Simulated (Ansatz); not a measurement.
F5HMoO (`[OH][Mo]([F])([F])([F])([F])[F]`) at its PBE0-D4/def2-TZVP geometry, where that method's forces vanish. Charge 0, multiplicity 1. Mo: def2 effective core potential.

```
atom   x (Å)   y (Å)   z (Å)
  O1  -0.187   1.230  -0.890
 Mo2   0.158  -0.202   0.180
  F3  -0.168   0.736   1.717
  F4   0.211  -1.703   1.219
  F5  -1.627  -0.609  -0.028
  F6   1.922   0.209   0.380
  F7   0.633  -1.270  -1.226
  H8  -0.941   1.609  -1.353
```

**Question.** For each bond, give half the difference of the two atoms' forces along it (eV/Å; positive pushes the atoms apart) under PBE-D4, r2SCAN-D4, B3LYP-D4, ωB97M-V in def2-TZVPP. (An estimate is asked.)

**Answer.** The calculation gave: 
```tsv
bond	length (Å)	PBE-D4	r2SCAN-D4	B3LYP-D4	ωB97M-V
O1–Mo2	1.820	0.47	0.36	0.28	-0.06
O1–H8	0.962	0.01	-0.18	-0.16	0.00
Mo2–F3	1.829	0.44	0.17	0.22	-0.04
Mo2–F4	1.826	0.37	0.08	0.19	-0.01
Mo2–F5	1.843	0.40	0.13	0.20	-0.06
Mo2–F6	1.822	0.48	0.20	0.24	-0.02
Mo2–F7	1.829	0.44	0.17	0.22	-0.04
```

B3LYP here is the variant with VWN-RPA as its local correlation; programs differ in this.

All numbers were calculated with Ansatz.
